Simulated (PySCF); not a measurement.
**Working with the constants of GeBr⁺**

RHF-CCSD(T) constants of GeBr⁺, ¹Σ⁺ (singlet), closed shell (basis Ge def2-TZVPPD, Br def2-TZVPPD; no relativity; PySCF 2.14; masses 73.9212 and 78.9183 u):

- ωe: 375.4 cm⁻¹
- ωexe: 0.778 cm⁻¹
- Be: 0.090879 cm⁻¹
- αe: 0.000273 cm⁻¹
- De to Ge⁺ + Br: 4.22 eV

Q: What force constant and bond length do these constants imply?

A: Reduced mass μred = 38.169 u; k = 5.8918×10⁻⁷·μred·ωe² (u, cm⁻¹, mdyn/Å) = 3.17 mdyn/Å; Re = √(16.8576/(μred·Be)) (u, cm⁻¹, Å) = 2.205 Å.

Q: Estimate the centrifugal constant D from the Kratzer relation and find the Dunham coefficient a1.

A: D = 4Be³/ωe² = 2.13e-08 cm⁻¹; a1 = −1 − αeωe/(6Be²) = -3.07.

Correlated steps freeze 18 core orbitals. For an ion De counts to the pair picked by the measured ionisation energies or electron affinities, which need not be the lowest pair at this level. Where the molecule has an RHF reference, its open-shell atoms are computed with UHF.
